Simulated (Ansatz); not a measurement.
Coupled-cluster run, C₂H₇AlOSi, SMILES `[CH2]1OC[SiH2][AlH]1`.

```yaml
crystal:
  periodic: [false, false, false]
  atoms:
    - {symbol: C, position_ang: [-0.914463, 1.003780, 0.794453]}
    - {symbol: O, position_ang: [-0.904480, -0.415584, 0.980476]}
    - {symbol: C, position_ang: [0.364989, -1.008365, 0.747773]}
    - {symbol: Si, position_ang: [0.831335, -0.828868, -1.113521]}
    - {symbol: Al, position_ang: [-0.363938, 1.278883, -1.100068]}
    - {symbol: H, position_ang: [-1.935974, 1.327872, 1.013693]}
    - {symbol: H, position_ang: [-0.266561, 1.490334, 1.542066]}
    - {symbol: H, position_ang: [1.131955, -0.549221, 1.390276]}
    - {symbol: H, position_ang: [0.272087, -2.054047, 1.048309]}
    - {symbol: H, position_ang: [2.308052, -0.817729, -1.323159]}
    - {symbol: H, position_ang: [0.265111, -1.972816, -1.882242]}
    - {symbol: H, position_ang: [-0.711314, 2.490662, -2.064155]}
basis:
  gaussian: {orbitals: def2-TZVPP}
correlation: {method: ccsd_t}
output: {orbitals: {seedname: orbitals}}
```

```sh
$ ansatz run in.yaml --threads 4 --pin off --events-out ev --progress --plain
```

Log, shortened:

```
Functional definition: HF
1616 factors; integrals over basis functions are off by at most 1.1e-3 eV
mean field evaluation 1: about -18650.8493 eV, gradient 3.4e1 eV
mean field evaluation 2: about -18651.1716 eV, gradient 3.4e1 eV
mean field evaluation 4: about -18654.6051 eV, gradient 5.3e0 eV
mean field evaluation 8: about -18654.6980 eV, gradient 3.3e-1 eV
mean field evaluation 16: about -18654.6987 eV, gradient 2.7e-6 eV
mean field -18654.69865284 eV, -685.5475308831 hartree, gradient 2.7e-6 eV, S^2 0.000000; 0 other end points of the search recorded, 0 dependent functions left out
13 core orbitals not correlated: weight in the atoms' cores, before any rotation towards them, 1.000 or more for the frozen orbitals, at most 0.000 for the correlated occupied ones
reference -18654.69865284 eV, -685.5475308831 hartree; 14, 14 occupied and 248, 248 virtual orbitals, 1616 factors
second order -21.08501469 eV of doubles, -0.00000000 eV of singles
cycle   1  -21.74123879 eV  change   -6.6e-1 eV  update   1.1e-1
cycle   2  -22.34724941 eV  change   -6.1e-1 eV  update   3.5e-2
cycle   3  -22.48821784 eV  change   -1.4e-1 eV  update   2.1e-2
cycle   4  -22.47841433 eV  change    9.8e-3 eV  update   5.8e-3
cycle   5  -22.47565372 eV  change    2.8e-3 eV  update   3.7e-3
cycle   6  -22.47683022 eV  change   -1.2e-3 eV  update   1.6e-3
cycle   7  -22.47640962 eV  change    4.2e-4 eV  update   9.4e-4
cycle   8  -22.47622697 eV  change    1.8e-4 eV  update   4.0e-4
cycle   9  -22.47646577 eV  change   -2.4e-4 eV  update   1.8e-4
cycle  10  -22.47649612 eV  change   -3.0e-5 eV  update   7.1e-5
cycle  11  -22.47645949 eV  change    3.7e-5 eV  update   3.1e-5
cycle  12  -22.47648868 eV  change   -2.9e-5 eV  update   1.3e-5
cycle  13  -22.47648705 eV  change    1.6e-6 eV  update   5.2e-6
perturbative correction -0.92383311 eV, -0.0339502407 hartree
Total energy: -18678.09897300 eV, -686.4074767876 hartree
```

It took 3.1 min on 4 threads of a server CPU on a shared host, with 7.2 GiB of host memory at the peak.

Correlation energy per correlated electron: -0.836 eV. T1 diagnostic: 0.0142.
